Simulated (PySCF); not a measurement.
Species: [RuNCl4]- (charge -1 and singlet state).
Geometry (PBE0-D3(BJ)/def2-SVP, Å), atoms numbered from 1 in this order:
```
atom  x, y, z in Å
Ru1    0.000    0.000    0.139
N2     0.004   -0.007    1.703
Cl3    2.252    0.002   -0.467
Cl4   -0.001    2.256   -0.452
Cl5   -2.255    0.001   -0.455
Cl6   -0.001   -2.251   -0.470
```

Jobs on this species (6 atoms, 120 electrons) with PySCF (density fitting). Hardware of each: one thread of an Arm Neoverse N1, shared host. Times come from a shared host and carry two figures at best.

```tsv
level and settings	work	basis functions	SCF cycles	wall time
PBE0-D3(BJ)/def2-SVP, grid level 1	geometry optimisation from a GFN2-xTB start	117	?	?
PBE0/pcSseg-1 (def2-TZVP on Ru)	shieldings, charges and field gradients	153	?	?
wB97X-D/pcSseg-1 (def2-TZVP on Ru)	shieldings	153	16	34 s
B3LYP/def2-SVPD	10 singlets by full TDDFT, 4 Tamm–Dancoff triplets, polarisability	162	15	35 s
```

**Question.** Fill in the missing figures.

**Answer.** 
- PBE0-D3(BJ)/def2-SVP, grid level 1; geometry optimisation from a GFN2-xTB start: 74 s, 46 SCF cycles
- PBE0/pcSseg-1 (def2-TZVP on Ru); shieldings, charges and field gradients: 26 s, 16 SCF cycles

**Question.** What do all jobs in the table cost together?

**Answer.** About 2.8 min; the longest takes about 44 % of that, and about 2.8 times as long as the shortest.
